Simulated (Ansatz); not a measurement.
Gas-phase electronic energies from Ansatz, PBE0-D4/def2-TZVP geometries. CBS: MP2 limit from def2 TZ/QZ plus the TZ coupled-cluster correction, frozen cores. DFT in def2-TZVPP. B3LYP here is the variant with VWN-RPA as its local correlation; programs differ in this. Each species was taken in one conformer, which may not be the lowest.

Reaction (redistribution): `N=[C](O)[AlH][F]` + `CB(O)[SiH2][SiH3]` → `[CH3][AlH][C](=N)O` + `OB(F)[SiH2][SiH3]`

| level | ΔE (kJ/mol) | difference from CCSD(T)/CBS |
| --- | --- | --- |
| PBE-D4 | 32.2 | -3.2 |
| r2SCAN-D4 | 31.9 | -3.5 |
| B3LYP-D4 | 33.2 | -2.2 |
| ωB97X-V | 30.5 | -4.9 |
| ωB97M-V | 29.5 | -5.9 |
| B2PLYP | 33.2 | -2.2 |
| PBE | 30.7 | -4.7 |
| r2SCAN | 31.3 | -4.1 |
| PBE0 | 29.0 | -6.4 |
| B3LYP | 30.9 | -4.5 |
| MP2/def2-TZVPP | 36.8 | 1.4 |
| SCS-MP2/def2-TZVPP | 36.0 | 0.6 |
| CCSD/def2-TZVPP | 32.9 | -2.5 |
| HF/def2-QZVPP | 26.3 | -9.1 |
| MP2/def2-QZVPP | 38.4 | 3.0 |
| CCSD/CBS(def2) | 34.9 | -0.5 |
| CCSD(T)/CBS | 35.4 | 0 |

Largest T1 diagnostic among the species: 0.015.

In def2-TZVPP, CCSD(T) changes the Hartree–Fock value by +8.6 kJ/mol (the triples alone add +0.5 kJ/mol) and MP2 by +12.0 kJ/mol.
